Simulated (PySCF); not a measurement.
The geometry has C6h symmetry (within 0.05 Å) and had no frequency check at the DFT level, so a distortion to lower symmetry isn't ruled out.

Delta-SCF ions had no search for a lower state. Excitations are Tamm–Dancoff values on a coarser integration grid. The basis has no diffuse functions, so Rydberg states are missing or too high.

**cyclo[12]carbon `C1#CC#CC#CC#CC#CC#C1` (charge 0, multiplicity 1)**

The numbers are results of PySCF with CAM-B3LYP-D3(BJ)/def2-SVP, not measurements.

```json
{
 "HOMO": "-7.64 eV",
 "dipole_moment": "0.00 D",
 "LUMO": "-2.67 eV",
 "HOMO–LUMO gap": "4.97 eV",
 "S1 excitation (TDA)": "1.92 eV",
 "S1 oscillator strength": "0.003",
 "T1 excitation (TDA)": "1.28 eV",
 "S1–T1 gap (TDA)": "0.64 eV",
 "vertical ionisation energy (Delta-SCF)": "8.42 eV",
 "vertical electron affinity (Delta-SCF)": "1.91 eV",
 "total_energy": "-12413.37 eV",
 "cost": "around 7 core-minutes (rough)"
}
```

```xyz
12

C     -2.0452     1.2557     0.0005
C     -1.2938     2.2386    -0.0056
C      0.0650     2.3988    -0.0096
C      1.2919     2.2401    -0.0120
C      2.1099     1.1431    -0.0097
C      2.5853     0.0010    -0.0066
C      2.0450    -1.2560    -0.0009
C      1.2942    -2.2394     0.0046
C     -0.0647    -2.3989     0.0092
C     -1.2915    -2.2393     0.0123
C     -2.1099    -1.1428     0.0105
C     -2.5863    -0.0010     0.0073
```
